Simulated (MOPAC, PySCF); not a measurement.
H$_{4}$Sn, SMILES `[SnH4]`, neutral singlet in the gas phase. 

Cartesian coordinates (Å):
SMILES: [SnH4]
```xyz
5

Sn     0.0002    -0.0001    -0.0001
H      1.3353    -1.0626    -0.1059
H      0.5402     1.6145    -0.1542
H     -1.1078    -0.3517    -1.2537
H     -0.7679    -0.2001     1.5140
```
Charge 0, spin multiplicity 1.

All levels are single points at this geometry (r2SCAN-D4/def2-SVP); Pople sets use spherical d functions. Orbital energies aren't observables, and empty levels follow the basis.

| level | HOMO (eV) | LUMO (eV) | gap (eV) | dipole (D) | vertical IE, Delta-SCF (eV) |
|---|---|---|---|---|---|
| r2SCAN-D4/def2-TZVP in PySCF | -8.25 | 0.05 | 8.29 | 0.00 | – |
| B3LYP/6-311+G** (LANL2DZ on Sn) in PySCF | -9.02 | 0.56 | 9.58 | 0.00 | – |
| BP86/6-31G* (LANL2DZ on Sn) in PySCF | -8.22 | 0.35 | 8.56 | 0.00 | – |
| M06-2X/6-31G* (LANL2DZ on Sn) in PySCF | -10.40 | 1.68 | 12.07 | 0.00 | – |
| PBE/6-31G* (LANL2DZ on Sn) in PySCF | -8.10 | 0.37 | 8.47 | 0.00 | 11.45 |
| PM7 in MOPAC | -11.34 | 3.11 | 14.45 | 0.00 | – |
